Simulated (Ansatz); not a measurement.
H3GeN, SMILES `[NH2][GeH]` (lower singlet) (charge 0, multiplicity 1). This singlet lies 1.91 eV below the relaxed triplet at the level composite: frozen-core CCSD(T) with HF/cc-pVQZ and the correlation energy extrapolated as X^-3 from cc-pVTZ and cc-pVQZ, plus CCSDT(Q) minus CCSD(T) in cc-pVDZ // PBE0-D3(BJ)/def2-TZVP (Ansatz, a first-principles code).

Cartesian coordinates (Å):
```xyz
5

N     -0.6032    -0.0351     0.0048
Ge     1.0029    -0.8626     0.1833
H     -1.4725    -0.5341     0.1053
H     -0.7410     0.9416    -0.1991
H      1.8138     0.4903    -0.0944
```
Charge 0, spin multiplicity 1.

Frozen-core energies in cc-pVTZ from Ansatz at a geometry from PBE0-D3(BJ)/def2-TZVP; the HF reference has <S^2> = 0.00 and the T1 diagnostic is 0.015.

| level | energy (Ha) |
|---|---|
| HF | -2131.61549 |
| MP2 | -2132.01298 |
| CCSD | -2132.03284 |
| CCSD(T) | -2132.05087 |

Q: Estimate the energies of CCSDT and CCSDT(Q), and give each level's difference from CCSDT(Q).

A: 
| level | energy (Ha) | difference from CCSDT(Q) (mHa) |
|---|---|---|
| MP2 | -2132.01298 | 38.76 |
| CCSD | -2132.03284 | 18.90 |
| CCSD(T) | -2132.05087 | 0.87 |
| CCSDT | -2132.05116 | 0.58 |
| CCSDT(Q) | -2132.05174 | 0.00 |
